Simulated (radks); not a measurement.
Problem. The lutetium ion Lu40+, 31 electrons, occupied as [Ar] 3d10 4s2 4p1. Calculated with a radial shooting solver on a logarithmic mesh with Libxc functionals: Dirac Kohn-Sham, PBE, spin-unpolarised, spherical densities, finite nucleus; open shells fill j = l - 1/2 first; Fermi nuclear charge, rms radius 5.37 fm.

Spin-orbit splittings of the eigenvalues, e(l+1/2) - e(l-1/2), with zeta = 2 splitting/(2l+1) and mean radii in bohr:

| shell | occ. | splitting (eV) | zeta (eV) | <r> j=l-1/2 | <r> j=l+1/2 |
|---|---|---|---|---|---|
| 2p | 6 | 1121 | 747.6 | 0.06728 | 0.07486 |
| 3p | 6 | ? | ? | 0.1983 | 0.2116 |
| 3d | 10 | 55.05 | 22.02 | 0.1850 | 0.1890 |
| 4p | 1 | 81.16 | 54.11 | 0.4153 | 0.4342 |

Estimate the 3p splitting.

Solution. 248.5 eV (zeta = 165.6 eV).
